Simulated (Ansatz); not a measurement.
```yaml
atoms:
  - { symbol: Li, position_ang: [2.3400, 0.0000, 0.0000] }
  - { symbol: Li, position_ang: [1.1700, 2.0265, 0.0000] }
  - { symbol: Li, position_ang: [-1.1700, 2.0265, 0.0000] }
  - { symbol: Li, position_ang: [-2.3400, 0.0000, 0.0000] }
  - { symbol: Li, position_ang: [-1.1700, -2.0265, 0.0000] }
  - { symbol: Li, position_ang: [1.1700, -2.0265, 0.0000] }
```

Basis set: 6-31G (spherical functions). All electrons are correlated. Charge 0, multiplicity 1.

Computed with Ansatz (development build ahead of 0.2.0); each method stands on the lowest determinant of its kind that the runs found. Restricted open shells among the atoms or ions are ROHF, correlated in semicanonical orbitals with singles.

Q: Give the atomization energy at this shape (free ground-state atoms in the same class of orbitals less the molecule, no zero-point energy) of singlet Li₆ by RHF-MP2, RHF.

A:

| method | atomization energy |
| --- | --- |
| RHF-MP2 | 0.49 eV |
| RHF | -1.69 eV |

Caution: no unrestricted run beside it, a lower state can exist; the shape is not the minimum. Caution for RHF: the molecule lies well above its atoms at this level.

This basis has no polarisation functions and is too small for such energies, which can lie far from measured ones in either direction.
